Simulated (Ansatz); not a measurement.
GeH₆O₃Si, SMILES `[OH][GeH]([OH])[O][SiH3]` at its PBE0-D4/def2-TZVP geometry, where that method's forces vanish. Charge 0, multiplicity 1.

```xyz
11

O     1.5501   -1.0030    0.8816
Ge    0.8587    0.6105    0.7591
O     1.9091    1.5813   -0.2710
O    -0.6975    0.5527   -0.0692
Si   -1.7065   -0.6540   -0.5374
H     2.0652   -1.2381    0.1050
H     0.6856    1.1677    2.1666
H     1.4123    2.0224   -0.9651
H    -1.0296   -1.5748   -1.4900
H    -2.1787   -1.4413    0.6318
H    -2.8685   -0.0235   -1.2113
```

Problem. What forces (eV/Å) does ωB97M-V/def2-TZVPP give on these atoms in the Gaussian-basis code of Ansatz? (Best estimate.)

Solution. Ansatz gave: 
```
O1   0.037 -0.059 -0.062
Ge2 -0.025  0.119  0.238
O3  -0.010  0.038 -0.065
O4   0.011  0.031 -0.008
Si5 -0.181 -0.168 -0.089
H6  -0.013 -0.018  0.034
H7   0.016 -0.050 -0.121
H8   0.039 -0.008  0.013
H9  -0.072  0.106  0.113
H10  0.060  0.092 -0.133
H11  0.138 -0.082  0.081
```
